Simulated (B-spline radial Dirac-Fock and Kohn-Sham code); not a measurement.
# Magnetic form factor of the 3d shell of Ti³⁺

System: titanium as Ti³⁺ in the configuration [Ar] 3d1.

Input file task.json (cfg lists n, l and occupation; rrms is the nuclear radius in fm):

```json
{"items": [{
  "Z": 22,
  "q": 3,
  "cfg": [[1, 0, 2], [2, 0, 2], [2, 1, 6], [3, 0, 2], [3, 1, 6], [3, 2, 1]],
  "A": 48,
  "rrms": 3.5921,
  "do": ["scatter"],
  "s": [0.0, 0.04, 0.05, 0.06, 0.08, 0.1, 0.13, 0.16, 0.2, 0.26, 0.33, 0.42, 0.54, 0.68, 0.87, 1.1, 1.4, 1.79, 2.27, 2.9, 3.68, 4.69, 5.97],
  "pz": [0, 0.1, 0.2, 0.3, 0.4, 0.5, 0.6, 0.8, 1.0, 1.2, 1.4, 1.6, 1.8, 2.0, 2.5, 3.0, 4.0, 5.0, 7.0, 10.0, 15.0, 20.0, 30.0, 40.0, 60.0, 100.0],
  "hv_scatter": [1000, 2000, 10000, 17479.3, 50000, 100000, 200000, 1000000]
}]}
```

Command: `python xray_run.py task.json out`

The computed values come from a B-spline atomic structure program: relativistic Hartree-Fock (Dirac-Fock) wave functions, averaged over the configuration. ⟨j_K⟩ is the integral of the 3d radial density with the spherical Bessel function j_K(4πsr), s = sin θ/λ.

| s (Å⁻¹) | ⟨j0⟩ | ⟨j2⟩ | ⟨j4⟩ | tabulated ⟨j0⟩ |
| --- | --- | --- | --- | --- |
| 0 | 1.0000 | 0.0000 | 0.0000 | 1.0004 |
| 0.04 | 0.9776 | 0.0089 | 0.0000 | 0.9781 |
| 0.05 | 0.9653 | 0.0137 | 0.0001 | 0.9659 |
| 0.06 | 0.9505 | 0.0195 | 0.0002 | 0.9511 |
| 0.08 | 0.9141 | 0.0336 | 0.0006 | 0.9148 |
| 0.1 | 0.8697 | 0.0503 | 0.0014 | 0.8705 |
| 0.13 | 0.7916 | 0.0784 | 0.0036 | 0.7926 |
| 0.16 | 0.7048 | 0.1076 | 0.0073 | 0.7060 |
| 0.2 | 0.5847 | 0.1437 | 0.0151 | 0.5863 |
| 0.26 | 0.4152 | 0.1837 | 0.0317 | 0.4176 |
| 0.33 | 0.2558 | 0.2033 | 0.0546 | 0.2589 |
| 0.42 | 0.1199 | 0.1936 | 0.0799 | 0.1221 |
| 0.54 | 0.0293 | 0.1522 | 0.0966 | 0.0291 |
| 0.68 | -0.0073 | 0.1011 | 0.0944 | -0.0076 |
| 0.87 | -0.0145 | 0.0524 | 0.0747 | -0.0139 |
| 1.1 | -0.0095 | 0.0221 | 0.0491 | -0.0098 |
| 1.4 | -0.0039 | 0.0069 | 0.0262 | -0.0038 |

Radial moments of the shell: ⟨r²⟩ = 1.923, ⟨r⁴⟩ = 7.481, ⟨r⁶⟩ = 49.60 in powers of bohr. Tabulated ⟨j0⟩: the fit in Brown, International Tables for Crystallography C, 4.4.5, itself from free-ion calculations whose configuration may differ.
